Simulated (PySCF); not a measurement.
Species: heptafluoropropyl methyl ether, C4H3F7O.
SMILES with atom numbers: `[CH3:1][O:2][C:3]([F:4])([F:5])[C:6]([F:7])([F:8])[C:9]([F:10])([F:11])[F:12]` (hydrogens: H13, H14, H15 on C1)

Computed geometry: GFN2-xTB, gas phase.

Question: What internal coordinates does the optimisation give?

Answer: 
```tsv
bond	length (pm)
C1–O2	144.1
O2–C3	132.5
C3–F4, C3–F5	136.1
C3–C6	155.5
C6–F7, C6–F8	134.5
C6–C9	155.4
C9–F10, C9–F11, C9–F12	132.9
C1–H13, C1–H14, C1–H15	108.9
```

Bonds in one row agree within 1 pm and their mean is given. A selection of angles:
```tsv
angle	degrees
O2–C1–H13	110.2
O2–C1–H14	104.6
H13–C1–H14	110.7
H13–C1–H15	110.5
C1–O2–C3	115.8
O2–C3–F4	113.2
O2–C3–C6	109.3
F4–C3–F5	103.9
F4–C3–C6	108.6
C3–C6–F7	110.2
C3–C6–C9	112.7
F7–C6–F8	107.3
F7–C6–C9	108.6
C6–C9–F10	111.2
C6–C9–F12	110.5
F10–C9–F11	107.9
```

Torsions: C1–O2–C3–F4 -58° (synclinal); O2–C3–C6–F7 175° (antiperiplanar); C3–C6–C9–F10 -63° (synclinal). The mirror-image conformer, all signs reversed, is as good.

Of the pairs four or more bonds apart, O2···F11 is among the closest relative to their van der Waals radii: 2.68 Å, 90 % of the sum of Bondi's values. The 2 C–O bonds span 1.325 Å (O2–C3, drawn single) to 1.441 Å (C1–O2, drawn single), a spread of 0.116 Å. The C–F distances run from 1.328 Å (C9–F12, drawn single) to 1.363 Å (C3–F5, drawn single), a spread of 0.035 Å. O2 (ether oxygen) is bent (angle 115.8°).

Point group: C1 (no symmetry element, even within 0.4 Å). Whether it is a minimum is left open (no frequencies). The numbers are those of one conformer.
